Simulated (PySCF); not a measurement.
CH8N2OSi, SMILES N[Si@@H](O)NC. Atoms are numbered in the order given.

```xyz
13

C      2.0500    -0.5758     1.1112
N      1.1737     0.1881     0.2477
Si    -0.5248    -0.0120     0.0519
N     -1.1385     1.5182    -0.4215
O     -1.0855    -1.0105    -1.1721
H      1.4528    -1.1021     1.8733
H      2.7639     0.0700     1.6548
H      2.6424    -1.3440     0.5760
H      1.6570     0.7404    -0.4553
H     -0.9651    -0.6270     1.3437
H     -2.0187     1.5974    -0.9180
H     -0.8819     2.3703     0.0624
H     -1.1652    -1.9417    -0.9376
```
Charge 0, spin multiplicity 1.

Geometry: B3LYP-D3(BJ)/def2-SVP. The structure was generated by enumeration; whether it is a known compound was not checked. One conformer was computed; it need not be the lowest.

Two levels are set side by side: PBE/pcSseg-1 (PySCF) and HF/pcSseg-1 (PySCF). GIAO shifts against H2O (¹⁷O), NH3 (¹⁵N), TMS (²⁹Si), TMS (¹H), TMS (¹³C) at the same level; non-relativistic, no solvent, atoms listed together averaged. Differences are taken from unrounded values.

```tsv
quantity	HF	PBE	PBE minus HF
δ(¹³C) of C1 (ppm)	28.6	31.7	3.2
δ(¹⁵N) of N2 (ppm)	28.2	55.4	27.2
δ(²⁹Si) of Si3 (ppm)	-37.2	-34.3	2.9
δ(¹⁵N) of N4 (ppm)	14.3	26.9	12.6
δ(¹⁷O) of O5 (ppm)	47.8	76.6	28.8
δ(¹H) of H9 (ppm)	0.74	0.98	0.25
δ(¹H) of H10 (ppm)	4.31	5.39	1.08
δ(¹H) of H13 (ppm)	1.92	1.62	-0.30
```

Rough cost on one machine, each run with all the roots and properties that it gave: HF against PBE within a factor of 2.
